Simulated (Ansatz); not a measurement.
CH$_{3}$Be (SMILES [Be+][CH3]), charge +1, singlet, geometry from GFN2-xTB (such geometries of metal compounds can be far from the true shape). Base run: PBE0/STO-3G (Ansatz, a quantum-chemistry and plane-wave program).

Geometry (Å):
```xyz
5

Be    -0.8776    -0.5385    -0.7256
C      0.2784     0.1709     0.2302
H      0.8795    -0.5198     0.8501
H     -0.0939     0.8985     0.9747
H      1.0542     0.7502    -0.3037
```
Charge +1, spin multiplicity 1.
All else is at Ansatz's defaults.

Each row names what was changed in the base input (with any setting that the change needs).

```csv
change,basis functions,E (Eh)
base,13,-53.56932
basis = x2c-SVPall; relativity = none,38,-54.16990
basis = ANO-RCC-VDZP; relativity = spin-free X2C,43,-54.24608
basis = x2c-SVPall; relativity = spin-free X2C,38,-54.18674
basis = cc-pVDZ-DK; relativity = none,43,-54.21555
basis = ANO-RCC-VDZP; relativity = spin-free X2C; nucleus = Gaussian,43,-54.24607
basis = cc-pVDZ-DK; relativity = spin-free X2C,43,-54.23356
basis = ANO-RCC-VDZP; relativity = none,43,-54.22729
basis = x2c-SVPall; relativity = spin-free X2C; nucleus = Gaussian,38,-54.18674
basis = cc-pVDZ-DK; relativity = spin-free X2C; nucleus = Gaussian,43,-54.23355
```

Totals shift with the method and basis; they matter in differences.

Ansatz warned in this series: the basis is contracted for relativity, which the run leaves out.

Basis sets contracted for a relativistic Hamiltonian are a mismatch without it, so the rows without relativity aren't non-relativistic limits. No row has spin-orbit coupling; sets with core potentials leave out the core electrons.
